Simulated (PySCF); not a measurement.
Electron correlation in I⁴⁰⁺ (iodine, charge +40)

[Ne] 3s2 3p1, 2P determinant. Calculation: PySCF 2.14, in an even-tempered Gaussian basis (18 s from 6.9 bohr⁻², ratio 2.5; 12 p from 9 bohr⁻², ratio 2.5; 4 d from 37 bohr⁻², ratio 2.7; 4 f from 55 bohr⁻², ratio 2.7); scalar relativity by spin-free X2C-1e. Frozen: 1s2; 11 electrons correlated; the 21 highest virtual orbitals of each spin left out.

| level | correlation energy (mhartree) |
| --- | --- |
| CCSD | -503.71 |
| (T) | -1.01 |
| CCSD(T) | -504.72 |

Diagnostics: T1 = 0.00070, D1 = 0.0031, largest double amplitude 0.055.

Q: Is a single reference adequate?

A: Yes, within this model without spin-orbit coupling: T1 lies below 0.03 and no double amplitude reaches 0.07.

At this charge the one-electron X2C treatment keeps the bare 1/r₁₂, with no two-electron picture change or Breit term. The effect here is smaller than on the frozen 1s shell; and a scalar Hamiltonian misses the large spin-orbit splitting of the p shells, which matters for ns² → np² pairs.
